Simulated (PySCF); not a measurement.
CH8N2Si.
Bonds: C1–Si2, Si2–N3, Si2–N4. Hydrogens: H5, H6, H7 on C1; H8 on Si2; H9, H10 on N3; H11, H12 on N4.

Method: core-valence-separated Tamm–Dancoff BHandHLYP/aug-pcX-1 (pcseg-1 on H, def2-SVPD on Si) in PySCF, non-relativistic, gas phase, PBE0-D3(BJ)/def2-SVP geometry. The energies are unshifted.

(1) Give energies, oscillator strengths and core holes at the C K edge.

(2) What does the N 1s absorption edge look like?

Answers

(1) 
```tsv
E (eV)	f	core hole on	main final orbital
284.87	0.0057	C1	LUMO (53 %)
285.57	0.0276	C1	LUMO+1 (42 %)
285.71	0.0298	C1	LUMO+3 (52 %)
286.14	0.0011	C1	LUMO+2 (34 %)
286.38	0.0056	C1	spread
286.89	0.0014	C1	LUMO+5 (30 %)
287.18	0.0212	C1	spread
```

The first line with a tenth or more of the strongest one's intensity is at 284.87 eV (f = 0.006), with the hole on C1 (Si-methyl carbon). The strongest listed is at 285.71 eV (f = 0.030; C1).

(2) 
| E (eV) | f | core hole on | main final orbital |
| --- | --- | --- | --- |
| 398.88 | 0.0174 | N3/N4 | LUMO (2 roots, f summed) |
| 399.86 | 0.0628 | N3/N4 | spread (2 roots, f summed) |
| 400.34 | 0.0366 | N3/N4 | spread (2 roots, f summed) |
| 400.85 | 0.0028 | N4 | LUMO (39 %) |
| 401.12 | 0.0209 | N3 | LUMO+7 (39 %) |
| 401.26 | 0.0025 | N3 | LUMO+2 (34 %) |
| 401.31 | 0.0023 | N3 | LUMO+3 (64 %) |
| 401.39 | 0.0223 | N4 | LUMO+9 (31 %) |

The first line with a tenth or more of the strongest one's intensity is at 398.88 eV (f = 0.017, sum of 2), with the hole on N3/N4 (silicon-bound nitrogen). The strongest listed is at 399.86 eV (f = 0.063, sum of 2; N3/N4).

Roots within 0.03 eV whose holes lie on the same, on equivalent or on shared atoms are summed into one line, and the highest roots are left out, as the search may have cut off their partners. Final orbitals are the ground state's empty Kohn–Sham orbitals.

Problem. What length of transition dipole belongs to the line at 285.71 eV?

Solution. From f = (2/3) ΔE |μ|² in atomic units, with ΔE = 10.500 Eh and f = 0.0298: |μ| = 0.065 au = 0.17 D.

The list ends where the root search ended, not at a threshold.

On one thread of an Arm Neoverse N1, shared host, this took 14 s of wall time and 0.68 GiB of memory at its peak.

Conformer computed: `[CH3:1][SiH:2]([NH2:3])[NH2:4]`: H–N3–Si2–C1 38°, H–N3–Si2–C1 179°, H–N4–Si2–C1 -91°, H–N4–Si2–C1 59°.

One conformer stands for the species.
